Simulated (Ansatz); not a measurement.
CHFSe, SMILES `FC=[Se]`, relaxed with RKS PBE-D4/def2-SVP in Ansatz from a rough embedded geometry. The force threshold is 0.03 eV/Å; the program also tests the step.

Charge 0, multiplicity 1.

Start:

```xyz
4

F     1.233   -0.371    0.245
C    -0.038   -0.139   -0.124
Se   -0.570    1.225    0.709
H    -0.625   -0.715   -0.830
```

Task: By how much does the energy fall, and how many steps does the optimiser take? (Best estimate.)

Result: Ansatz gave: 0.64 eV, in 5 steps, 1 of them rejected.

Task: Which bonds change most? (Best estimate.)

Result: The calculation gave: C2–Se3 from 1.685 to 1.756 Å; C2–H4 from 1.084 to 1.111 Å; F1–C2 from 1.344 to 1.332 Å.

Task: Give the relaxed structure. (Best estimate.)

Result: Ansatz gave: 
```xyz
4

F     1.237   -0.516    0.133
C    -0.006   -0.080   -0.065
Se   -0.701    1.324    0.730
H    -0.530   -0.729   -0.799
```
